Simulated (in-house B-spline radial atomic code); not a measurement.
Configurations of neutral aluminium, with energies counted from [Ne] 3s2 3p1. Level of theory: non-relativistic PBE0, spin-polarised, spherical fractional occupations, point nucleus; calculated with an all-electron radial atomic-structure program (B-spline basis). Shells without spins written out take the highest spin.

Caution: exact exchange at fractional occupations of open shells leaves self-interaction of up to several eV.

Occupations are held fixed; configurations that lie above the ionisation limit could autoionise.

```
                                          configuration  E - E(ref) (eV)  highest orbital  its <r> (bohr)
                                           [Ne] 3s2 4s1           2.5414            4s up           7.486
                                           [Ne] 3s1 3p2           3.4172            3p up           3.182
                                           [Ne] 3s2 4p1           3.5512            4p up           9.955
[Ne] 3s(0 up, 1 down) 3p(1 up, 0 down) 4s(1 up, 0 down)           8.7817            4s up           7.139
                               [He] 2s2 2p5 3s2 3p1 4d1           84.216            4d up           15.24
                               [He] 2s2 2p5 3s2 3p1 4f1           84.537            4f up            18.3
```

**Question.** Order these further configurations by energy, lowest first.
A. [Ne] 3s(1 up, 0 down) 3p(1 up, 0 down) 4d(1 up, 0 down)
B. [Ne] 3s2 4d(1 up, 0 down)
C. [Ne] 3s2 4f1
D. [Ne] 3s(1 up, 0 down) 3p(1 up, 0 down) 3d(0 up, 1 down)
E. [Ne] 3s1 3p1 4p1

**Answer.** B (4.4459 eV), C (4.6468 eV), E (8.5924 eV), D (9.1191 eV), A (9.4807 eV).

**Question.** How far above the reference does [Ne] 3s1 3p1 4s1 lie?

**Answer.** 7.5133 eV; its least bound orbital is 4s up with <r> = 7.131 bohr.

**Question.** How far above the reference does [He] 2s2 2p5 3s2 3p1 4s1 lie?

**Answer.** 82.121 eV; its least bound orbital is 4s up with <r> = 6.772 bohr.
